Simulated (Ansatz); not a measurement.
`C1[SiH2][AsH]1`. The species carries charge 0 and has multiplicity 1.

Z-matrix (Å, degrees):
```
C
As 1 2.046
Si 1 1.843 2 72.9
H 1 1.086 2 110.5 3 -114.3
H 1 1.084 2 114.8 3 116.9
H 2 1.526 1 92.8 3 -86.7
H 3 1.479 1 118.2 2 109.1
H 3 1.480 1 117.5 2 -108.2
```

(1) What are the harmonic wavenumbers in cm⁻¹ at PBE0-D4/def2-TZVP (Ansatz, finite differences of forces, unscaled)? (An estimate is asked.)

(2) Is this a minimum?

(3) Give the ideal-gas thermochemistry at 298.15 K and 1 bar (rigid rotor, harmonic oscillator; point group C1, symmetry number 1).

(4) Rotational constants (cm⁻¹)?

Answers

(1) Ansatz gave: 380, 402, 462, 481, 609, 633, 664, 772, 825, 899, 933, 947, 1386, 2193, 2250, 2272, 3142, 3229.

(2) Yes, all 18 modes are real.

(3) Zero-point energy 134.5 kJ/mol; H(298) − E = 149.3 kJ/mol; entropy 296.8 J/(mol·K), of which translation 168.6, rotation 105.4, vibration 22.8; G(298) − E = 60.8 kJ/mol.

(4) 0.4192, 0.1246, 0.1044.
